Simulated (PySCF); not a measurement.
## Si2H9N4F2(+)

Si2H9N4F2(+) is a small molecule (built as: Si site whose three back bonds go to F, NH2, NH2), charge +1, singlet. The structure, one conformer, was relaxed in the gas phase by PBE0-D3(BJ)/def2-SVP. No frequency run checks that it is a minimum.

SMILES: N[Si](N)(F)[H][Si](N)(N)F (charge +1)

| atom | x (Å) | y (Å) | z (Å) |
| --- | --- | --- | --- |
| Si1 | 0.444 | 1.435 | -0.098 |
| F2 | 1.335 | 1.011 | 1.176 |
| N3 | -1.034 | 2.167 | 0.130 |
| N4 | 1.414 | 2.005 | -1.324 |
| H5 | 0.030 | -0.108 | -0.458 |
| Si6 | -0.463 | -1.372 | 0.454 |
| F7 | -1.439 | -0.475 | 1.371 |
| N8 | 0.970 | -1.946 | 1.078 |
| N9 | -1.355 | -2.394 | -0.511 |
| H10 | -1.753 | 1.773 | 0.728 |
| H11 | -1.195 | 3.140 | -0.113 |
| H12 | 1.061 | 2.403 | -2.188 |
| H13 | 2.426 | 1.930 | -1.300 |
| H14 | 1.107 | -2.929 | 1.290 |
| H15 | 1.658 | -1.336 | 1.510 |
| H16 | -2.363 | -2.317 | -0.604 |
| H17 | -0.951 | -3.110 | -1.105 |

Shieldings: GIAO PBE0/pcSseg-1. Shifts are against computed references at the same level: H TMS (σ 31.27 ppm), Si TMS (σ 352.0 ppm). Core levels by delta-SCF with SCAN, pcX-2 on the ionised atom and pcseg-1 elsewhere, spin-free X2C (2p3/2 is the spin-free 2p value less a third of a first-order spin-orbit splitting); from the vacuum level, for chosen atoms.

Give the NMR and core-level values of the distinct atoms.


```json
{"atoms": "Si1 Si6", "bonded to": "1 F + 2 N + 1 H", "σ (ppm)": "385.0", "δ (ppm)": "-33.0", "core level (eV)": "2p3/2 113.17"}
{"atoms": "F2 F7", "bonded to": "1 Si", "σ (ppm)": "304.9", "δ (ppm)": "-", "core level (eV)": "1s 696.95"}
{"atoms": "N3", "bonded to": "1 Si + 2 H", "σ (ppm)": "225.7", "δ (ppm)": "-", "core level (eV)": "1s 409.52"}
{"atoms": "N4", "bonded to": "1 Si + 2 H", "σ (ppm)": "230.0", "δ (ppm)": "-", "core level (eV)": "1s 409.60"}
{"atoms": "H5", "bonded to": "2 Si", "σ (ppm)": "25.17", "δ (ppm)": "6.10", "core level (eV)": "-"}
{"atoms": "N8", "bonded to": "1 Si + 2 H", "σ (ppm)": "226.1", "δ (ppm)": "-", "core level (eV)": "1s 409.52"}
{"atoms": "N9", "bonded to": "1 Si + 2 H", "σ (ppm)": "229.9", "δ (ppm)": "-", "core level (eV)": "-"}
{"atoms": "H10 H15", "bonded to": "1 N", "σ (ppm)": "28.50", "δ (ppm)": "2.76", "core level (eV)": "-"}
{"atoms": "H11", "bonded to": "1 N", "σ (ppm)": "28.58", "δ (ppm)": "2.69", "core level (eV)": "-"}
{"atoms": "H12 H17", "bonded to": "1 N", "σ (ppm)": "28.77", "δ (ppm)": "2.49", "core level (eV)": "-"}
{"atoms": "H13", "bonded to": "1 N", "σ (ppm)": "28.72", "δ (ppm)": "2.55", "core level (eV)": "-"}
{"atoms": "H14", "bonded to": "1 N", "σ (ppm)": "28.58", "δ (ppm)": "2.68", "core level (eV)": "-"}
{"atoms": "H16", "bonded to": "1 N", "σ (ppm)": "28.73", "δ (ppm)": "2.54", "core level (eV)": "-"}
```

Values are those of this one static structure; atoms that internal rotation interchanges would show their mean in an NMR spectrum.

By CAM-B3LYP/def2-SVPD (TDDFT singlets, Tamm-Dancoff triplets, ionisation by delta-SCF), where does absorption start, and what does vertical ionisation take?

The lowest singlet lies at 6.75 eV (f 0.017), the strongest of the first 6 at 7.00 eV (f 0.447), the lowest triplet at 6.07 eV; vertical ionisation takes 14.72 eV.
